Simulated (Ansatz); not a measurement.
System: sum formula HgOBr, charge 0, multiplicity 2. The spin state was set by rule; other spins were not relaxed. 
Structure (B3LYP-D3(BJ)/def2-TZVP (Ansatz, a quantum-chemistry and plane-wave program) minimum search):
```xyz
3

Hg     0.0000     0.0000    -0.5562
Br     0.0000     0.0000     1.8529
O      0.0000     0.0000    -2.5447
```
Charge 0, spin multiplicity 2.

Basis-set convergence of Hartree-Fock and CCSD correlation energies (hartree) with Ansatz. Cores are frozen in the correlated levels unless marked. Open shells are spin-unrestricted. Spin-orbit coupling is left out. Frozen are the shells of the preceding noble gas and the d and f shells that filled before the atom's block. Past Kr the def2 sets carry scalar-relativistic core potentials.

```csv
basis,functions,E(HF),"E(corr, CCSD)"
def2-SVP,78,-2799.38720,-0.55568
def2-TZVPP,138,…,…
```

Task: Fill in the missing entries.

Result: 
- def2-TZVPP, E(HF): -2799.81566
- def2-TZVPP, E(corr, CCSD): -0.76424
